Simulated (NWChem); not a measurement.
System: SiH$_{2}$OBrCl; SMILES O[SiH](Cl)Br

NWChem input:

```
start job
memory heap 200 mb stack 900 mb global 1100 mb
geometry units angstroms noautoz
  Si    -0.515080     0.575930     0.430032
  O     -1.938385     0.863946    -0.335620
  Cl     0.913005     1.948515    -0.128676
  Br     0.262147    -1.440561    -0.064821
  H     -0.768146     0.671967     1.878573
  H     -1.959821     0.838593    -1.297986
end
basis spherical
  Si library def2-svp
  O library def2-svp
  Cl library def2-svp
  Br library def2-svp
  H library def2-svp
end
dft
  xc xtpss03 ctpss03
  iterations 150
  mulliken
end
task dft energy
```

Coordinates come from a PBE0/def2-SVP optimisation.

Task: Predict the main results of this run. (TPSS/def2-SVP.) Quantities: energy (Ha); highest occupied level (eV); orbital gap (eV); dipole (D).

Result: 
```yaml
energy (Ha): -3399.77
highest occupied level (eV): -7.34
orbital gap (eV): 6.92
dipole (D): 1.18
```
